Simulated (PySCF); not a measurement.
**C₆ coefficients of unlike pairs at PBE0**

Calculated with PySCF 2.14 from the dipole response of each species, C₆(A,B) = (3/π) ∫ α_A(iu) α_B(iu) du, in atomic units, from isotropic polarisabilities. For ions this is the dispersion term alone; charge-induced terms of lower order in 1/R come first.

| species | configuration | basis | relativity | α (bohr³) | C₆ (like pair) |
| --- | --- | --- | --- | --- | --- |
| N | [He] 2s2 2p3 (4S) | aug-cc-pwCVQZ (9s8p6d4f2g) | none | 7.757 | 26.22 |
| Co³⁺ | [Ar] 3d6 (5D) | aug-cc-pVTZ-DK (8s7p5d3f2g) | spin-free X2C | 1.804 | 4.341 |
| Be | [He] 2s2 (1S) | x2c-QZVPPall with one added diffuse shell each of s, p type (8s5p2d1f) | spin-free X2C | 42.97 | 258.0 |
| Hg⁺ | [Xe] 4f14 5d10 6s1 (2S) | def2-QZVPPD with the def2 core potential (60 electrons) (7s5p4d4f2g) | core potential | 19.40 | 144.3 |

Question: Estimate C₆ for Be with N.

Answer: The integral gives 70.32. The combination rule 2 C_A C_B / (C_A α_B/α_A + C_B α_A/α_B) gives 70.54 and the geometric mean 82.25.

No spin-orbit coupling is included.

The other pairs:

```json
{"pair": "Hg⁺, N", "C₆": "61.27"}
{"pair": "Co³⁺, N", "C₆": "9.339"}
{"pair": "Be, Co³⁺", "C₆": "19.79"}
{"pair": "Hg⁺, Co³⁺", "C₆": "22.45"}
{"pair": "Hg⁺, Be", "C₆": "166.2"}
```
